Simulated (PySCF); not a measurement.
**Polarisability and C₆ of F²⁺ (fluorine, charge +2)**

[He] 2s2 2p3, high-spin 4S determinant. Computed with PySCF 2.14 in dyall-av2z (11s7p2d, 42 functions), with no relativity, point nucleus. Coupled (time-dependent) response in atomic units; α is the mean over directions. A double-zeta set is small for polarisabilities.

| method | mean α (bohr³) | C₆ (like pair) | S(−4) |
| --- | --- | --- | --- |
| UHF | 1.270 | 1.555 | 1.555 |
| PBE | 1.243 | 1.582 | 1.259 |
| PBE0 | 1.239 | 1.561 | 1.288 |
| M06-L | 1.303 | 1.643 | 1.551 |
| BHandHLYP | 1.210 | 1.516 | 1.198 |

S(−4) is the Cauchy moment in α(ω) = α(0) + S(−4) ω² + …

α(iu) at UHF:

```
u (hartree)  α(iu) (bohr³)
          0          1.270
     0.0500          1.266
      0.100          1.254
      0.200          1.212
      0.300          1.152
      0.500          1.013
      0.750         0.8561
       1.00         0.7317
       1.50         0.5530
       2.00         0.4301
       3.00         0.2761
       5.00         0.1375
```

A single London oscillator, α(iu) = α/(1 + u²/ω²), gives C₆ = (3/4) ω α². Matching the computed C₆ needs ω = 4 × 1.555 / (3 × 1.270²) = 1.29 hartree.

For an ion, C₆ is the dispersion term alone; charge-induced terms of lower order in 1/R come first.
